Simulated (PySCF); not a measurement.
## Peak assignment

Structure with atom numbers: `[O:1]=[C:2]([OH:3])[CH2:4][CH2:5][O:6][CH:7]([F:8])[F:9]`. Each H is labelled by its parent atom.

PySCF 2.14 calculation with shielding tensors at PBE0/pcSseg-1 (GIAO) and coordinates at the GFN2-xTB level; no relativistic terms, averaged over atoms made equivalent by symmetry, fast rotation or ring inversion, single conformer, no solvent model.

Referencing at the same level of theory: ¹³C (186.93 ppm), ¹H (31.72 ppm) vs TMS.

(1) Assign these signals to the numbered atoms. ¹³C{¹H} NMR (computed): δ 175.3 (C), 125.3 (CH), 66.5 (CH2), 35.2 (CH2).

(2) Assign these signals to the numbered atoms. ¹H NMR (600 MHz, computed): δ 6.40 (m, 1H), 6.29 (br s, 1H), 4.08 (t, 2H), 2.94 (t, 2H).

Answers

(1) 
175.3 → C2, carboxylic acid carbon: lone-pair donation from the attached heteroatom keeps it upfield of a ketone carbonyl
125.3 → C7, sp3 CH bonded to 2 F and O: 3 electronegative neighbours deshield it
66.5 → C5, sp3 CH2 bonded to O: the inductive effect lowers its shielding
35.2 → C4, sp3 CH2 α to a carbonyl: the adjacent C=O deshields it moderately

(2) 
6.40 → H(C7), hydrogen on an sp3 CH bonded to 2 F and O: its carbon carries F and O, which withdraws density
6.29 → H(O3), hydrogen on an acid hydroxyl oxygen: exchangeable, gas-phase position
4.08 → H(C5), hydrogen on an sp3 CH2 bonded to O: its carbon carries O, hence the downfield position
2.94 → H(C4), hydrogen on an sp3 CH2 α to a carbonyl: α to C=O

H(C7) and H(O3) lie closer than the usual error of such a calculation, so a measured spectrum could show them in the other order.

Exchangeable OH/NH protons stand at their gas-phase positions; hydrogen bonding in a real sample shifts them, mostly to higher δ. Splittings by ¹⁹F in the carbon and heteronuclear signals aren't shown, as no couplings were computed. Shifts are as computed. Against solution values, carbons near 30 ppm lie about +3 ppm off and those near 130 ppm about +5 ppm. Of 1211 compounds with measured shifts, 218 miss one by over three times the rms of a fit or turn the order of signals round; such compounds aren't used in these exercises. The C=O carbon of an acid or of an amide with N–H lies up to 10 ppm further downfield in solution, through hydrogen bonding that the calculation lacks. No couplings were computed; multiplicities are counted from neighbouring protons, with m where these are inequivalent, close in shift, in a saturated or five-membered ring or joined by F or P, and br s for small geminal =CH2 splittings.
